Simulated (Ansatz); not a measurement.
`C=[C]([SiH3])[GeH3]` + `NB(O)O` → `NB(O)O[SiH3]` + `C=[CH][GeH3]`  (ligand exchange at the Si–C bond)

Calculated with Ansatz (gas phase, PBE0-D4/def2-TZVP geometries, no zero-point term in ΔE). CCSD(T)/CBS adds triple-zeta CCSD(T) − MP2 to the extrapolated MP2 energy (def2 sets, frozen cores). This one scheme is used for every species. Functionals use def2-TZVPP. For Ge outer-core shells are correlated without core-valence functions, which leaves a few kJ/mol of doubt a bond. Scalar relativity is left out up to krypton. One conformer a species, not always the lowest.

`C=[C]([SiH3])[GeH3]`:

Cartesian coordinates in Å:
```
C -0.926 -1.147 -0.769
C -0.206 -0.211 -0.148
Si -1.028 1.328 0.504
Ge 1.713 -0.478 0.066
H -0.485 -2.060 -1.166
H -2.001 -1.046 -0.914
H -0.439 2.538 -0.131
H -0.815 1.445 1.973
H -2.487 1.276 0.216
H 2.093 -1.828 -0.566
H 2.090 -0.477 1.558
H 2.491 0.658 -0.623
```

`NB(O)O`:

Cartesian coordinates in Å:
```
N -0.705 0.923 -0.022
B 0.236 -0.129 -0.038
O 1.504 0.140 -0.484
O -0.042 -1.417 0.369
H -1.656 0.835 0.283
H -0.453 1.844 -0.328
H 2.058 -0.643 -0.453
H -0.940 -1.553 0.672
```

`NB(O)O[SiH3]`:

Z-matrix (Å, degrees):
```
Si
O 1 1.646
H 1 1.484 2 106.5
H 1 1.486 2 111.2 3 -118.9
H 1 1.485 2 111.2 3 119.0
B 2 1.371 1 130.1 3 -179.9
O 6 1.376 2 117.3 1 0.0
N 6 1.410 2 118.8 1 -179.9
H 7 0.957 6 115.0 2 -180.0
H 8 1.004 6 120.8 2 -0.0
H 8 1.002 6 124.9 2 -180.0
```

`C=[CH][GeH3]`:

Cartesian coordinates in Å:
```
C -0.769 -0.138 1.369
C -0.025 0.560 0.520
Ge 0.559 -0.135 -1.192
H -1.097 -1.151 1.150
H -1.086 0.270 2.325
H 0.273 1.570 0.793
H 0.031 0.743 -2.341
H 0.020 -1.567 -1.350
H 2.095 -0.151 -1.274
```

**Question.** Is it downhill or uphill in electronic energy at CCSD(T)/CBS, and by how much? (Best estimate.)

**Answer.** The calculation gave: Downhill: ΔE = -84.7 kJ/mol.

**Question.** What do these levels give: ωB97X-V, ωB97M-V, PBE, HF/def2-TZVPP, CCSD(T)/def2-TZVPP, MP2/CBS(def2)? (Estimate.)

**Answer.** Computed: ωB97X-V -86.4, ωB97M-V -85.7, PBE -74.3, HF/def2-TZVPP -108.2, CCSD(T)/def2-TZVPP -85.0, MP2/CBS(def2) -83.3 kJ/mol.

Largest T1 diagnostic among the species: 0.012.

In def2-TZVPP, CCSD(T) changes the Hartree–Fock value by +23.2 kJ/mol (the triples alone add +3.7 kJ/mol) and MP2 by +24.6 kJ/mol. From PBE to PBE0 (25 % exact exchange), in def2-TZVPP and without D4, ΔE moves by −4.6 kJ/mol.
